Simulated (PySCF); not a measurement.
H₃O₃Ti, neutral, multiplicity 2. Atoms are numbered in the order given.

```xyz
7

Ti     0.0000     0.0000     0.0000
O      1.0658     1.4445     0.0000
H      1.1550     2.4039     0.0000
O     -1.7839     0.2008     0.0000
H     -2.6594    -0.2017     0.0000
O      0.7180    -1.6453     0.0000
H      1.5044    -2.2022     0.0000
```
Charge 0, spin multiplicity 2.

Coordinates come from a TPSSh-D3(BJ)/def2-SVP optimisation. The spin state was assumed, not searched. The isomer is the one that the SMILES or the coordinates give; other isomers of the formula were not compared. The values are those of a single conformer.

Computed with PySCF 2.14.0 with TDA-B3LYP/def2-SVPD.

Vertical excitations; the highest root listed may be one member of a degenerate set. Isolated molecule, no solvent.

Task: Give excitation energies, oscillator strengths and character. (The exact figures need the calculation; the answer reports its results.)

Result: 
```tsv
state	energy (eV)	λ (nm)	f	main pairs
root 1	1.24	998	0.000	α HOMO→LUMO (degenerate set)
root 2	1.24	998	0.000	α HOMO→LUMO+1 (degenerate set)
root 3	2.50	496	0.002	α HOMO→LUMO+3 (degenerate set)
root 4	2.50	496	0.002	α HOMO→LUMO+4 (degenerate set)
root 5	3.96	313	0.000	α HOMO→LUMO+2 98 %
root 6	4.86	255	0.129	α HOMO→LUMO+7 98 %
root 7	4.87	255	0.007	α HOMO→LUMO+5 (degenerate set)
root 8	4.87	255	0.007	α HOMO→LUMO+6 (degenerate set)
root 9	5.86	212	0.000	β HOMO→LUMO 96 %
root 10	6.01	206	0.000	α HOMO−1→LUMO 51 %, α HOMO−1→LUMO+1 35 %
```
Unrestricted roots are not spin-pure.
